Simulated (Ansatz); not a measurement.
Mg(OSiH3)2 (H₆MgO₂Si₂), SMILES [O]([Mg][O][SiH3])[SiH3]. Atoms are numbered in the order given.

```xyz
11

Mg     0.0917     0.5176     0.0020
O     -1.4302     0.7846     0.9100
Si    -2.8208     1.0279     1.7399
H     -2.5452     1.5064     3.1338
H     -3.6203    -0.2362     1.8434
H     -3.6815     2.0559     1.0687
O      1.6135     0.2506    -0.9061
Si     3.0038     0.0062    -1.7362
H      2.9069     0.5488    -3.1306
H      3.3260    -1.4545    -1.8388
H      4.1628     0.6809    -1.0659
```
Charge 0, spin multiplicity 1.

Geometry: PBE0-D3(BJ)/def2-SVP. The structure was generated by enumeration; whether it is a known compound was not checked. Other conformers were not sampled.

Two levels are set side by side: PBE-D3(BJ)/def2-SVP (Ansatz, a first-principles code) and PBE0-D3(BJ)/def2-SVP (Ansatz). Each level has its own optimised geometry; the coordinates shown are those of the second. Differences are taken from unrounded values.

```csv
quantity,PBE0-D3(BJ),PBE-D3(BJ),PBE-D3(BJ) minus PBE0-D3(BJ)
mean bond length (Å),1.586,1.598,0.012
bond Mg1–O2 (Å),1.792,1.804,0.012
bond Mg1–O7 (Å),1.792,1.804,0.012
bond O2–Si3 (Å),1.638,1.654,0.016
bond O7–Si8 (Å),1.638,1.654,0.016
bond Si3–H4 (Å),1.499,1.510,0.011
bond Si3–H5 (Å),1.499,1.510,0.011
bond Si3–H6 (Å),1.499,1.510,0.011
bond Si8–H9 (Å),1.499,1.510,0.011
bond Si8–H10 (Å),1.499,1.510,0.011
bond Si8–H11 (Å),1.499,1.510,0.011
```

Exact exchange shortens and stiffens bonds; PBE has none. Differences between two approximate levels are no errors against the true value.
